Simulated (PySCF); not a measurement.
## Core-level binding energies of ZnCl2(PH3)2

Species: ZnCl2(PH3)2 (singlet state).
Bonds: Zn1–Cl2, Zn1–Cl3, Zn1–P4, Zn1–P8. Hydrogens: H5, H6, H7 on P4; H9, H10, H11 on P8.

Level of theory: delta-SCF UKS SCAN, pcX-2 on the ionised atom (unc-x2c-TZVPall on a metal), pcseg-1 elsewhere, spin-free X2C (PySCF). Vertical ΔSCF values, vacuum level as zero.

Question: Give the core binding energies atom by atom.

Answer: 
| atom(s) | bonded to | level | binding energy (eV) | 2p1/2 (eV) | count |
| --- | --- | --- | --- | --- | --- |
| P4/P8 | 3 H and Zn | P 2p3/2 | 137.93 | 138.82 | 2 |
| Cl2 | Zn | Cl 2p3/2 | 204.19 | 205.84 | 1 |
| Zn1 | 2 Cl and 2 P | Zn 2p3/2 | 1026.49 | 1050.63 | 1 |
| P4/P8 | 3 H and Zn | P 1s | 2151.51 | – | 2 |
| Cl2 | Zn | Cl 1s | 2826.79 | – | 1 |

Question: Which effective nuclear charge Zeff reproduces each element's mean 1s value in the hydrogen-like formula E = 13.606 eV × Zeff²?

Answer: P (Z = 15): mean 2151.5 eV, Zeff = 12.58, Z − Zeff = 2.42; Cl (Z = 17): mean 2826.8 eV, Zeff = 14.41, Z − Zeff = 2.59. Means run over the listed sites, weighted by atom count.

Topologically equivalent atoms share the value of their first member; where this conformer doesn't relate them by symmetry, their own values could differ. The list is incomplete; no value stands for Cl 1s of Cl3 or Cl 2p of Cl3. 2p3/2 and 2p1/2 are the ΔSCF energy of one spin-free 2p hole plus the eigenvalues of a spin–orbit and ligand-field matrix of the shell. 2p1/2 minus 2p3/2 (ligand field included): Zn 24.14 eV, Cl 1.65 eV, P 0.89 eV. Satellites of the metal's 2p lines aren't described. Geometry: PBE0-D3(BJ)/def2-SVP; no solvent, vibrations or thermal averaging. Metal 2p energies of this one-determinant scheme are less reliable than its 1s energies.
